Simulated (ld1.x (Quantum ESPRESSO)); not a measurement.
## Configuration tests for phosphorus (RRKJ)

ld1.x (Quantum ESPRESSO) 7.5 input, shortened:

```
&input
   title='P', zed=15., rel=0, dft='PBE', iswitch=3,
   config='[Ne] 3s2 3p2.75'
 /
 &inputp
   pseudotype=2, tm=.false., rho0=0.02, lloc=0,
   nlcc=.false.
 /
2
3P  2  1   2.75   0.00  1.35  1.35  0.0
3S  1  0   2.00   0.00  1.25  1.25  0.0
 &test
   configts(1)='3s2 3p2.75'
 /
```

Energies are relative to the spin-unpolarised reference configuration 3s2 3p2.75; without spin polarisation the order of configurations can differ from experiment.

```csv
valence configuration,charge,ΔE all-electron (eV),error AE − PS (meV)
3s2 3p3,0,-1.630,+0.1
3s2 3p2,+1,8.111,+1.7
3s2 3p1,+2,27.271,+14
3s2 3p2.5,+0.5,2.150,+0.1
3s1 3p4,0,6.817,+5.2
3s2 3p0,+3,57.020,+50
```

What are ΔE and the potential's error for 3s1 3p0?

ΔE = 108.902 eV all-electron; the error (AE − PS) is +201 meV.

Levels in the configuration 3s2 3p2.5:

```tsv
level	all-electron (eV)	pseudo (eV)
3s	-18.352	-18.350
3p	-9.677	-9.675
```
